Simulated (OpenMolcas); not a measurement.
**Lines of Se+: computed and rescaled rates**

- Program: OpenMolcas
- Method: SS-CASPT2, IPEA 0.25 Eh, imaginary shift 0.1 Eh (closed shells correlated: 3d)
- Basis: ANO-RCC [9s8p6d4f2g]
- Scalar Hamiltonian: DKH2, point nucleus
- Active space: 5 electrons in 8 orbitals (4s 4p 5s 5p)
- State averaging: 2S+1 = 4 odd, 1 root; 2S+1 = 2 odd, 8 roots; 2S+1 = 4 even, 3 roots; 2S+1 = 2 even, 9 roots
- Spin-orbit coupling: state interaction with AMFI integrals over the reference wave functions, term energies averaged over their components

Rates come from the transition moments of the reference wave functions (E1 and E2 in the length form). At fixed line strength A goes as λ^-3 for E1 and M1 and as λ^-5 for E2, so a rate at the computed wavelength can be rescaled to the measured one. Measured vacuum wavelengths follow from level energies in NIST Handbook of Basic Atomic Spectroscopic Data. Branching counts decays inside the model space alone, at computed energies, and the table is only a selection of the E2 and M1 lines, drawn from those between levels with measured partners whose computed energy lies within a factor of 1.5 of the measured one.

```tsv
Upper	Lower	Type	λ computed (nm)	λ measured (nm)	A computed (s-1)	A rescaled (s-1)	Branching %
4s² 4p³ ²P°_3/2	4s² 4p³ ⁴S°_3/2	M1	407.9	418.5	3.73e+00		58.9
4s² 4p³ ²P°_1/2	4s² 4p³ ⁴S°_3/2	M1	418.3	434.1	1.65e+00		59.8
4s² 4p³ ²P°_3/2	4s² 4p³ ²D°_3/2	M1	951	932.3	1.49e+00		23.6
4s² 4p³ ²P°_1/2	4s² 4p³ ²D°_3/2	M1	1010	1013	7.82e-01		28.4
4s² 4p³ ²P°_3/2	4s² 4p³ ²D°_5/2	M1	999.9	989.1	7.36e-01		11.6
4s² 4p³ ²P°_3/2	4s² 4p³ ²D°_5/2	E2	999.9	989.1	2.54e-01	2.68e-01	4.0
4s² 4p³ ²P°_1/2	4s² 4p³ ²D°_3/2	E2	1010	1013	2.11e-01	2.08e-01	7.6
4s² 4p³ ²D°_3/2	4s² 4p³ ⁴S°_3/2	M1	714.3	759.4	1.89e-01		97.8
4s² 4p³ ²P°_3/2	4s² 4p³ ²D°_3/2	E2	951	932.3	1.19e-01	1.31e-01	1.9
4s² 4p³ ²P°_1/2	4s² 4p³ ²D°_5/2	E2	1065	1081	1.11e-01	1.03e-01	4.0
4s² 4p³ ²D°_5/2	4s² 4p³ ⁴S°_3/2	E2	689	725.5	7.64e-03		54.1
4s² 4p³ ²D°_5/2	4s² 4p³ ⁴S°_3/2	M1	689	725.5	5.08e-03		36.0
4s² 4p³ ²D°_3/2	4s² 4p³ ⁴S°_3/2	E2	714.3	759.4	4.15e-03		2.2
4s² 4p³ ²D°_5/2	4s² 4p³ ²D°_3/2	M1	19460	16230	1.41e-03	2.43e-03	9.9
```

Spin-changing lines and M1 lines between different terms are not rescaled, since their strength hangs on the term gaps too.

The largest correction is for 4s² 4p³ ²D°_5/2 → 4s² 4p³ ²D°_3/2 (M1): 1.41e-03 × (19460 / 16230)^3 = 2.43e-03 s-1, a factor of 1.72.

No measured rate stands beside these. Rescaling mends the energy factor alone: line strengths can still be far off where a level mixes with configurations outside the active space, and weak or spin-changing lines hang on small mixing coefficients that depend on the term gaps too, so rescaling need not improve them.

CASPT2 breaks the degeneracy within a term, and the mean is taken; among the terms shown or strongly mixed into the levels shown the widest spread is 91 cm-1 (4s² 4p³ ²D°). Over all roots computed the reference weight is 0.83 to 0.95; the roots of lowest weight are the least certain, and an intruder state may touch them. Active for correlation alone: 5p 5s; no level in the range computed is led by a configuration that fills them, so any true level of that kind is missing. Computed and measured levels are paired by configuration, term and J; levels that our copy of the source lacks, or whose pairing is in doubt (as where it misses far off the trend of its configuration), stay unpaired. Only configurations of the active space appear.

° marks odd parity.
